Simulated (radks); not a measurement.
Question: Pr, 59 electrons, occupied as [Xe] 4f3 6s2 (the NIST ground configuration). Method: scalar-relativistic Kohn-Sham, BLYP, spin-unpolarised, spherical densities, finite nucleus; Fermi nuclear charge, rms radius 4.8919 fm; computed with a radial shooting solver on a logarithmic mesh with Libxc functionals. Some entries of the table are withheld. Estimate them.

orbital  occ.  eigenvalue (eV)  <1/r> (bohr^-1)  r(max) (bohr)
1s          2        -41817.52            64.68        0.01541
2s          2              (1)            14.93        0.08725
2p          6        -6020.266            14.11        0.07027
3s          2              (2)            5.430         0.2491
3p          6        -1226.973              (3)         0.2439
3d         10        -912.2783            4.874         0.2005
4s          2        -288.0630            2.267         0.5788
4p          6        -214.8766            2.089         0.6042
4d         10        -110.2166            1.821         0.6354
5s          2              (4)           0.8776          1.351
5p          6         -21.2151              (5)          1.533
6s          2          -3.3188           0.2808          3.792
4f          3          -1.0293            1.174         0.6920

Answer: 
(1) 2s eigenvalue (eV): -6727.436
(2) 3s eigenvalue (eV): -1450.972
(3) 3p <1/r> (bohr^-1): 5.137
(4) 5s eigenvalue (eV): -38.7847
(5) 5p <1/r> (bohr^-1): 0.7383
